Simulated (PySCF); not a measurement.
Coordinates in bohr (charge 1 multiplicity 1):
```
Sb    0.0000    0.0000   -2.0859
I     3.8635    0.0000    0.9944
I    -3.8635    0.0000    0.9944
```

Level of theory: PySCF, PBE0, basis Sb def2-TZVP with ECP28, I def2-TZVP with ECP28 (scalar-relativistic core potentials, no spin–orbit coupling, density fitting).

This geometry of [SbI2]+ is a stationary point at this level.

Question: What is the point group?

Answer: C2v.

Question: Is it a minimum?

Answer: Yes: all harmonic wavenumbers are real.

Question: List the harmonic modes with their infrared intensities.

Answer: 
```csv
symmetry,ω (cm⁻¹),IR (km/mol)
a1,71,0.4
a1,231,6.8
b2,238,35.8
```

Question: Give the ideal-gas entropy at 298.15 K and 1 bar by parts.

Answer: translation 182.8, rotation 123.8, vibration 32.7, spin 0.0; total 339.3 J/(mol K).

In C2v the vibrations span 2a1 + b2. Here b1 is antisymmetric to the molecular plane and b2 lies in it.

Only a few start shapes were tried, so a lower isomer may exist.
